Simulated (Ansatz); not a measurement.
## Ligand exchange: NaBr + C2F4 → NaF + C2BrF3

Gas-phase species: NaBr, singlet; C2F4 (tetrafluoroethylene) `FC(F)=C(F)F`, singlet; NaF, singlet; C2BrF3 (bromotrifluoroethene) `FC(F)=C(F)Br`, singlet. The partners trade Br for F: Na–Br and C–F bonds give way to Na–F and C–Br.

Shapes, held fixed at every level: PBE0-D4/def2-TZVP. Programs: Ansatz 0.2.0. The zero-point and thermal change to 298 K, harmonic and unscaled (PBE0-D4/def2-TZVP), is -3.5 kJ/mol.

**Question.** Estimate ΔH(298 K) of this reaction.

**Answer.** The highest level, CCSD(T)/def2-TZVPP, gives ΔH(298 K) = +78.9 kJ/mol; the levels span +66.0 to +99.4. The column of differences is taken from that level and isn't an error. No measured value is set beside it here. Relativity is left out for Br. Outer-core shells of Br, Na are correlated, in sets that cover them unevenly. Sets without diffuse functions underbind ionic bonds of s-block metals.

```json
{"level": "SPW92/def2-TZVPP", "kind": "LDA", "ΔH(298 K) (kJ/mol)": "+79.1", "less CCSD(T)/def2-TZVPP": "+0.2"}
{"level": "BHLYP-D4/def2-TZVPP", "kind": "global hybrid", "ΔH(298 K) (kJ/mol)": "+94.6", "less CCSD(T)/def2-TZVPP": "+15.7"}
{"level": "r2SCAN0-D4/def2-TZVPP", "kind": "global hybrid", "ΔH(298 K) (kJ/mol)": "+93.5", "less CCSD(T)/def2-TZVPP": "+14.6"}
{"level": "wB97M-V/def2-TZVPP", "kind": "range-separated hybrid", "ΔH(298 K) (kJ/mol)": "+84.0", "less CCSD(T)/def2-TZVPP": "+5.1"}
{"level": "B2PLYP/def2-TZVPP", "kind": "double hybrid", "ΔH(298 K) (kJ/mol)": "+77.3", "less CCSD(T)/def2-TZVPP": "-1.6"}
{"level": "MP2/def2-SVP", "kind": "perturbation theory", "ΔH(298 K) (kJ/mol)": "+99.4", "less CCSD(T)/def2-TZVPP": "+20.5"}
{"level": "MP2/def2-TZVPP", "kind": "perturbation theory", "ΔH(298 K) (kJ/mol)": "+66.0", "less CCSD(T)/def2-TZVPP": "-12.9"}
{"level": "CCSD(T)/def2-TZVPP", "kind": "coupled cluster or CI", "ΔH(298 K) (kJ/mol)": "+78.9", "less CCSD(T)/def2-TZVPP": "0.0"}
```
